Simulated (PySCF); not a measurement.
# Two-component Hartree-Fock for Sb³⁺ (antimony, charge +3)

Start: [Kr] 4d9 5s2 5p1; 4d3/2 filled at m_j = -3/2, -1/2, +1/2, +3/2; 4d5/2 filled at m_j = -3/2, -1/2, +1/2, +3/2, +5/2; 5p3/2 filled at m_j = +3/2. Calculated with PySCF 2.14 in x2c-TZVPall-2c with one added diffuse shell each of s, p, d, f type (9s10p6d3f, 90 functions): generalised Hartree-Fock with the X2C-1e Hamiltonian and a Gaussian nucleus; one run each with spin-orbit coupling (SO) switched off, then screened by Boettger's factors. This is a chosen level, not necessarily the ground level.

| spinor shell | electrons | ε, spin-free (eV) | ε, screened SO (eV) | weight of nominal j (screened SO) | rms radius, screened SO (bohr) |
| --- | --- | --- | --- | --- | --- |
| 1s1/2 | 2 | -30684.0 | -30681.0 | 1.000 | 0.0325 |
| 2s1/2 | 2 | -4798.4 | -4797.6 | 1.000 | 0.133 |
| 2p1/2 | 2 | -4304.7 | -4479.7 | 1.000 | 0.115 |
| 2p3/2 | 4 | -4304.7 | -4225.3 | 1.000 | 0.120 |
| 3s1/2 | 2 | -1013.2 | -1013.0 | 1.000 | 0.351 |
| 3p1/2 | 2 | -848.31 | -881.65 | 1.000 | 0.345 |
| 3p3/2 | 4 | -848.31 | -833.14 | 1.000 | 0.356 |
| 3d3/2 | 4 | -597.37 | -603.43 | 0.999 | 0.329 |
| 3d5/2 | 6 | -597.37 | -593.20 | 1.000 | 0.332 |
| 4s1/2 | 2 | -213.83 | -213.85 | 1.000 | 0.837 |
| 4p1/2 | 2 | -160.16 | -167.37 | 0.992 | 0.886 |
| 4p3/2 | 4 | -160.16 | -156.92 | 0.996 | 0.912 |
| 4d3/2 | 4 | -80.726 | -81.828 | 0.927 | 1.06 |
| 4d5/2 | 5 | -80.726 | -80.037 | 0.942 | 1.08 |
| 5s1/2 | 2 | -45.429 | -45.462 | 0.999 | 2.12 |
| 5p3/2 | 1 | -36.020 | -35.667 | 1.000 | 2.45 |

```json
{"quantity": "E (hartree)", "spin-free": "-6474.07918", "screened SO": "-6475.74613"}
{"quantity": "M_J", "spin-free": "4", "screened SO": "4"}
{"quantity": "⟨J²⟩", "spin-free": "20.014", "screened SO": "20.014"}
{"quantity": "⟨L²⟩", "spin-free": "12.011", "screened SO": "12.029"}
{"quantity": "⟨S²⟩", "spin-free": "2.002", "screened SO": "2.020"}
```

Each row is a mean over spinors that exchange with the open shell spreads, by up to 7.711 eV (4p3/2).

Breit and QED terms are absent; they matter most for the inner s and p1/2 levels.

Densities and radii are taken from the X2C orbitals without a picture-change correction, which distorts them close to the nucleus.

Without spin-orbit coupling the j labels of p, d and f shells carry no meaning; the spin-free column gives the mean over the occupied spinors of each nl shell.
